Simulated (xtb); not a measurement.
H4Ge, singlet, from a rough starting geometry; GFN2-xTB (xtb).

Here is a job for xtb.
```
$ xtb mol.xyz --gfn 2 --opt vtight --json

# file mol.xyz
5

Ge     0.01268887     0.00579787    -0.00076195
H     -0.63662806    -0.84464988    -1.07516603
H      0.57176833    -0.85836645     1.10813276
H     -1.09148536     0.89826983     0.52582253
H      1.07579214     0.83223258    -0.60015649
```

Predict the main parts of the log of this xtb run.


```
   ID    Z sym.   atoms
    1   32 Ge     1
    2    1 H      2-5

           -------------------------------------------------
          |                Calculation Setup                |
           -------------------------------------------------

           -------------------------------------------------
          |                 G F N 2 - x T B                 |
           -------------------------------------------------

          ...................................................
          :                      SETUP                      :
          :.................................................:
          :  # basis functions                  14          :
          :  # atomic orbitals                  13          :
          :  # shells                            7          :
          :  # electrons                         8          :
          :  max. iterations                   250          :
          :  Hamiltonian                  GFN2-xTB          :
          :  restarted?                      false          :
          :  GBSA solvation                  false          :
          :  PC potential                    false          :
          :  electronic temp.          300.0000000     K    :
          :  accuracy                    1.0000000          :
          :  -> integral cutoff          0.2500000E+02      :
          :  -> integral neglect         0.1000000E-07      :
          :  -> SCF convergence          0.1000000E-05 Eh   :
          :  -> wf. convergence          0.1000000E-03 e    :
          :  Broyden damping             0.4000000          :
          :  net charge                          0          :
          :  unpaired electrons                  0          :
          ...................................................

 iter      E             dE          RMSdq      gap      omega  full diag
   1     -3.9641384 -0.396414E+01  0.246E+00    8.57       0.0  T
   2     -3.9695118 -0.537336E-02  0.119E+00    8.08       1.0  T
   3     -3.9704291 -0.917274E-03  0.985E-01    8.33       1.0  T
   4     -3.9717475 -0.131841E-02  0.199E-01    8.19       1.0  T
   5     -3.9717707 -0.232271E-04  0.172E-02    8.18       2.6  T
   6     -3.9717707 -0.336317E-07  0.569E-03    8.18       7.9  T
   7     -3.9717708 -0.437966E-07  0.528E-04    8.18      84.6  T
   8     -3.9717708 -0.251505E-10  0.466E-05    8.18     960.6  T

   *** convergence criteria satisfied after 8 iterations ***

[...]
 * total energy  :    -3.9467804 Eh     change       -0.3135714E-11 Eh
 * total energy  :    -3.9473548 Eh     change       -0.5743759E-03 Eh
 * total energy  :    -3.9478664 Eh     change       -0.5116046E-03 Eh
 * total energy  :    -3.9479009 Eh     change       -0.3457054E-04 Eh
 * total energy  :    -3.9478937 Eh     change        0.7191945E-05 Eh
 * total energy  :    -3.9479047 Eh     change       -0.1091244E-04 Eh
 * total energy  :    -3.9479046 Eh     change        0.3261326E-07 Eh
 * total energy  :    -3.9479049 Eh     change       -0.2663495E-06 Eh
 * total energy  :    -3.9479049 Eh     change       -0.3320930E-07 Eh
 * total energy  :    -3.9479050 Eh     change       -0.1239531E-06 Eh
 * total energy  :    -3.9479050 Eh     change        0.1691166E-07 Eh
 * total energy  :    -3.9479051 Eh     change       -0.4498285E-07 Eh
   *** GEOMETRY OPTIMIZATION CONVERGED AFTER 12 ITERATIONS ***
         :: total energy              -3.947905071350 Eh    ::
[...]
        12                          1.0190442              27.7296
        13                          1.0190459              27.7297
      -------------------------------------------------------------
                  HL-Gap            0.3168624 Eh            8.6223 eV
             Fermi-level           -0.2850208 Eh           -7.7558 eV

     #   Z          covCN         q      C6AA      α(0)
     1  32 Ge       3.765     0.059   170.621    23.446
     2   1 H        0.941    -0.015     3.321     2.849
     3   1 H        0.941    -0.015     3.321     2.849
     4   1 H        0.941    -0.015     3.321     2.849
     5   1 H        0.941    -0.015     3.321     2.849

 Mol. C6AA /au·bohr⁶  :        412.616024
 Mol. C8AA /au·bohr⁸  :      22658.633247
 Mol. α(0) /au        :         34.842168

Wiberg/Mayer (AO) data.
largest (>0.10) Wiberg bond orders for each atom

 ---------------------------------------------------------------------------
     #   Z sym  total        # sym  WBO       # sym  WBO       # sym  WBO
 ---------------------------------------------------------------------------
     1  32 Ge   3.534 --     3 H    0.884     2 H    0.884     5 H    0.884
                             4 H    0.884
     2   1 H    1.000 --     1 Ge   0.884
     3   1 H    1.000 --     1 Ge   0.884
     4   1 H    1.000 --     1 Ge   0.884
     5   1 H    1.000 --     1 Ge   0.884
 ---------------------------------------------------------------------------

Topologies differ in total number of bonds
Writing topology from bond orders to xtbtopo.mol

molecular dipole:
                 x           y           z       tot (Debye)
 q only:       -0.000       0.000      -0.000
   full:       -0.000       0.000      -0.000       0.000
molecular quadrupole (traceless):
                xx          xy          yy          xz          yz          zz
 q only:        0.000      -0.000       0.000      -0.000       0.000      -0.000
  q+dip:        0.000      -0.000      -0.000      -0.000       0.000      -0.000
   full:        0.000      -0.000       0.000      -0.000       0.000      -0.000

optimized geometry written to: xtbopt.xyz

           -------------------------------------------------
          | TOTAL ENERGY               -3.947905071350 Eh   |
          | GRADIENT NORM               0.000004581799 Eh/α |
          | HOMO-LUMO GAP               8.622265871923 eV   |
           -------------------------------------------------

normal termination of xtb
```
